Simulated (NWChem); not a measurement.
Program: NWChem. System: H$_{4}$AlAs, charge 0, spin multiplicity 1, at a geometry optimised with PBE0/def2-SVP. The structure started from a generated list of species. Level: BLYP/def2-TZVP.

Part of the output:

```
             Northwest Computational Chemistry Package (NWChem) 7.3.0
             --------------------------------------------------------

                                NWChem Input Module
                                -------------------

 Scaling coordinates for geometry "geometry" by  1.889725989
 (inverse scale =  0.529177249)

 Turning off AUTOSYM since
 SYMMETRY directive was detected!

                             Geometry "geometry" -> ""
                             -------------------------

 Output coordinates in angstroms (scale by  1.889725989 to convert to a.u.)

  No.       Tag          Charge          X              Y              Z
 ---- ---------------- ---------- -------------- -------------- --------------
    1 Al                  13.0000    -0.05620000     1.67209700     0.00000000
    2 As                  33.0000     0.08260700    -0.75532000     0.00000000
    3 H                    1.0000    -0.95417700    -0.86789300    -1.11280200
    4 H                    1.0000    -0.95417700    -0.86789300     1.11280200
    5 H                    1.0000    -0.04353200     2.46205300     1.38122100
    6 H                    1.0000    -0.04353200     2.46205300    -1.38122100

 Effective nuclear repulsion energy (a.u.)     140.5890034600

            Nuclear Dipole moment (a.u.)
            ----------------------------
        X                 Y               Z
 ---------------- ---------------- ----------------
     0.0000245664     0.0000396842     0.0000000000

      Symmetry information
      --------------------

 Group name             Cs
 Group number              2
 Group order               2
 No. of unique centers     4

      Symmetry unique atoms

     1    2    3    5


 Summary of "ao basis" -> "" (spherical)
 ------------------------------------------------------------------------------
       Tag                 Description            Shells   Functions and Types
 ---------------- ------------------------------  ------  ---------------------
 *                         def2-tzvp                  on all atoms

                                 NWChem DFT Module
                                 -----------------

 Summary of "ao basis" -> "ao basis" (spherical)
 ------------------------------------------------------------------------------
       Tag                 Description            Shells   Functions and Types
 ---------------- ------------------------------  ------  ---------------------
[...]
 Vector   24  Occ=2.000000D+00  E=-2.652331D-01  Symmetry=a"
              MO Center= -6.5D-02,  2.2D+00,  8.8D-14, r^2= 3.0D+00
   Bfn.  Coefficient  Atom+Function         Bfn.  Coefficient  Atom+Function
  ----- ------------  ---------------      ----- ------------  ---------------
    17      0.289294  1 Al pz                99      0.227787  5 H  s
   105     -0.227787  6 H  s                100      0.180866  5 H  s
   106     -0.180866  6 H  s                 98      0.145308  5 H  s
   104     -0.145308  6 H  s                 20      0.111497  1 Al pz
     8     -0.090730  1 Al pz                11     -0.077270  1 Al pz

 Vector   25  Occ=2.000000D+00  E=-2.192828D-01  Symmetry=a'
              MO Center=  4.5D-02, -2.0D-01,  3.4D-14, r^2= 3.6D+00
   Bfn.  Coefficient  Atom+Function         Bfn.  Coefficient  Atom+Function
  ----- ------------  ---------------      ----- ------------  ---------------
    54      0.350707  2 As py                57      0.349787  2 As py
    16     -0.226476  1 Al py                48     -0.226356  2 As py
    43     -0.198952  2 As s                 56     -0.184154  2 As px
    42     -0.180037  2 As s                 53     -0.164080  2 As px
    47      0.110897  2 As px                 4      0.106546  1 Al s

 Vector   26  Occ=0.000000D+00  E=-8.578838D-02  Symmetry=a'
              MO Center= -9.1D-02,  1.5D+00, -7.8D-15, r^2= 4.2D+00
   Bfn.  Coefficient  Atom+Function         Bfn.  Coefficient  Atom+Function
  ----- ------------  ---------------      ----- ------------  ---------------
    18      0.618607  1 Al px                15      0.461114  1 Al px
    43     -0.180419  2 As s                 88      0.149673  3 H  s
    94      0.149673  4 H  s                  6     -0.114596  1 Al px
    57      0.104656  2 As py                 9     -0.097156  1 Al px
     5     -0.093658  1 Al s                 42     -0.081868  2 As s

 Vector   27  Occ=0.000000D+00  E=-1.721922D-02  Symmetry=a'
              MO Center= -1.6D-01,  5.0D-01,  1.2D-11, r^2= 6.3D+00
   Bfn.  Coefficient  Atom+Function         Bfn.  Coefficient  Atom+Function
  ----- ------------  ---------------      ----- ------------  ---------------
     5      1.203400  1 Al s                 43     -1.149232  2 As s
    19     -0.636859  1 Al py                57     -0.639539  2 As py
    88      0.360968  3 H  s                 94      0.360968  4 H  s
    56      0.348768  2 As px               100     -0.318710  5 H  s
   106     -0.318710  6 H  s                  4      0.259583  1 Al s

 Vector   28  Occ=0.000000D+00  E=-1.665422D-02  Symmetry=a"
              MO Center= -2.3D-02, -3.8D-01, -1.2D-11, r^2= 4.1D+00
   Bfn.  Coefficient  Atom+Function         Bfn.  Coefficient  Atom+Function
  ----- ------------  ---------------      ----- ------------  ---------------
    58      0.917318  2 As pz                88      0.785720  3 H  s
    94     -0.785720  4 H  s                 20      0.378779  1 Al pz
   100     -0.304719  5 H  s                106      0.304719  6 H  s
    55      0.252510  2 As pz                87      0.196285  3 H  s
    93     -0.196285  4 H  s                 49     -0.174260  2 As pz

 center of mass
 --------------
 x =   0.04748028 y =  -0.14736074 z =   0.00000000

 moments of inertia (a.u.)
 ------------------
         491.432411707763          19.817579031736           0.000000000000
          19.817579031736          31.104022805442           0.000000000000
           0.000000000000           0.000000000000         477.245083333862

     Multipole analysis of the density
     ---------------------------------

     L   x y z        total         alpha         beta         nuclear
     -   - - -        -----         -----         ----         -------
     0   0 0 0      0.000000    -25.000000    -25.000000     50.000000

     1   1 0 0     -0.088459     -0.044242     -0.044242      0.000025
     1   0 1 0      0.034368      0.017164      0.017164      0.000040
     1   0 0 1      0.000000      0.000000      0.000000      0.000000

     2   2 0 0    -23.439322    -15.453113    -15.453113      7.466905
     2   1 1 0      0.452285      3.509323      3.509323     -6.566362
     2   1 0 1     -0.000000     -0.000000     -0.000000      0.000000
     2   0 2 0    -28.291590   -136.996602   -136.996602    245.701614
     2   0 1 1     -0.000000     -0.000000     -0.000000      0.000000
     2   0 0 2    -26.886228    -24.678039    -24.678039     22.469849

 Task  times  cpu:        9.3s     wall:        9.3s

 Total times  cpu:        9.3s     wall:        9.3s
```

Q: Write an NWChem input that would produce this output.

A: Several could match; the one computed here: 
```
start mol
memory heap 200 mb stack 800 mb global 1000 mb
geometry units angstroms nocenter noautoz
  Al    -0.056200     1.672097     0.000000
  As     0.082607    -0.755320     0.000000
  H     -0.954177    -0.867893    -1.112802
  H     -0.954177    -0.867893     1.112802
  H     -0.043532     2.462053     1.381221
  H     -0.043532     2.462053    -1.381221
  symmetry group Cs
end
basis spherical
  * library def2-tzvp
end
dft
  xc becke88 lyp
  semidirect memsize 60000000 filesize 0
  iterations 100
end
task dft energy
```
